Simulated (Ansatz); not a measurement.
`[F][Zn][CH2][SiH3]`. Total charge 0; spin multiplicity 1. For Zn the d shell is correlated and the shells below it are frozen. Scalar relativity is left out up to krypton.

```xyz
9

F    -1.826   -1.813   -2.534
Zn   -0.700   -0.852   -1.596
C     0.535    0.200   -0.579
Si    0.075    0.355    1.222
H     1.524   -0.259   -0.674
H     0.587    1.192   -1.039
H    -1.267    0.985    1.361
H     1.054    1.184    1.979
H     0.018   -0.990    1.859
```

Give the diagnostics of a CCSD(T)/def2-TZVPP run (frozen core, the Gaussian-basis code of Ansatz). (An estimate is asked.)

Ansatz gave: T1 = 0.0152, largest single amplitude 0.031, largest double 0.017, (T) share of the correlation energy 3.1 %, 11 CCSD cycles. The RHF solution is stable towards an unrestricted one. T1 lies under the customary mark of 0.02 for closed shells.
